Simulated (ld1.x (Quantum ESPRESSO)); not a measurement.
**Before and after: RRKJ potential for carbon (C)**

ld1.x (Quantum ESPRESSO) 7.5 input, shortened:

```
&input
   title='C', zed=6., rel=0, dft='PBE', iswitch=3,
   config='[He] 2s2 2p2 3d-2'
 /
 &inputp
   pseudotype=2, tm=.false., rho0=0.02, lloc=2,
   nlcc=.true., new_core_ps=.true., rcore=0.60
 /
3
2S  1  0   2.00   0.00  0.95  0.95  0.0
2P  2  1   2.00   0.00  2.65  2.65  0.0
3D  3  2  -2.00   0.05  2.35  2.35  0.0
 &test
   configts(1)='2s2 2p2'
 /
```

Change: wave 2p (bound): rc 2.65 bohr becomes 2p (bound): rc 3.50 bohr.

Cutoffs: the cutoffs (Ry, on a coarse ladder) from which the occupation-weighted sum of valence levels, in a spherical-Bessel basis at the reference potential, stays within 10 and 1 mRy of its value at 400 Ry; they do not see the model core or the augmentation charge, which bear on the density cutoff. Errors are all-electron minus pseudo energies relative to the spin-unpolarised reference configuration.

Problem. What does the change do?

Solution. The potential gets neither clearly harder nor softer (40 Ry and 60 Ry → 40 Ry and 60 Ry); the s channel sets the loose cutoff, while the largest relative change is in p, which becomes softer; of the 7 tests that both files solve, the error grows in 7 and shrinks in 0 by more than 15 % and 0.3 meV (median size 122.5 → 369.4 meV); neither file shows a bound ghost at the reference potential, the only one tested. More of the atom is replaced by a form fitted at one configuration, so other configurations suffer.

| quantity | base | changed |
| --- | --- | --- |
| cutoff, loose | 40 Ry | 40 Ry |
| cutoff, tight | 60 Ry | 60 Ry |
| loose cutoff by channel (10 mRy a level) | s 35 Ry, p 15 Ry | s 35 Ry, p 10 Ry |
| bound ghosts | none | none |
| error for 2s2 2p1, meV [ΔE 10.87 eV] | +122 | +369 |
| error for 2s2 2p0, meV [ΔE 35.02 eV] | +1037 | +2572 |
| error for 2s1 2p0, meV [ΔE 83.20 eV] | +1988 | +4753 |
| error for 2s0 2p4, meV [ΔE 16.94 eV] | -121 | -459 |
| error for 2s1 2p2, meV [ΔE 19.60 eV] | -129 | -292 |
| error for 2s2 2p2.3, meV [ΔE -1.16 eV] | +1.8 | +8.4 |
| error for 2s2 2p1.5, meV [ΔE 3.97 eV] | +18 | +62 |

Changed file: These tests converged, but a pseudo level misses the all-electron one widely, so the file describes the atom poorly there or has found another state: 2s2 2p0: empty 2p by 3.7 eV; 2s1 2p0: empty 2p by 6.2 eV (a node warning on the way).
